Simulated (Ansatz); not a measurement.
Mulliken charges of CH5ClO2Sn (`C[O][SnH]([OH])[Cl]`) from PBE/def2-TZVPP in Ansatz (PBE0-D4/def2-TZVP geometry).

| atom | x (Å) | y (Å) | z (Å) | charge (e) |
| --- | --- | --- | --- | --- |
| C1 | -0.144 | -1.669 | 0.495 | -0.131 |
| O2 | -0.631 | -0.587 | -0.267 | -0.460 |
| Sn3 | 0.418 | 1.023 | -0.572 | 1.048 |
| O4 | -0.897 | 2.388 | -0.978 | -0.489 |
| Cl5 | 1.457 | 1.486 | 1.455 | -0.354 |
| H6 | 0.654 | -2.214 | -0.026 | 0.089 |
| H7 | 0.236 | -1.354 | 1.474 | 0.097 |
| H8 | -0.974 | -2.360 | 0.658 | 0.102 |
| H9 | 1.556 | 0.954 | -1.822 | -0.094 |
| H10 | -1.675 | 2.332 | -0.416 | 0.192 |

By hand: the dipole of these point charges (1 e Å = 4.8032 D).

Σ q r = (0.184, -0.344, -0.279) e Å, of length 0.480 e Å = 2.31 D.

How does the dipole of the full density compare? (Best estimate.)

The calculation gave: (0.017, -0.274, -0.095) e Å, 1.40 D; the point charges give 1.65 times that, at 27° from its direction.

Point charges leave out the atoms' own dipoles, such as those of lone pairs, and Mulliken's split depends on the basis, so the two needn't agree.
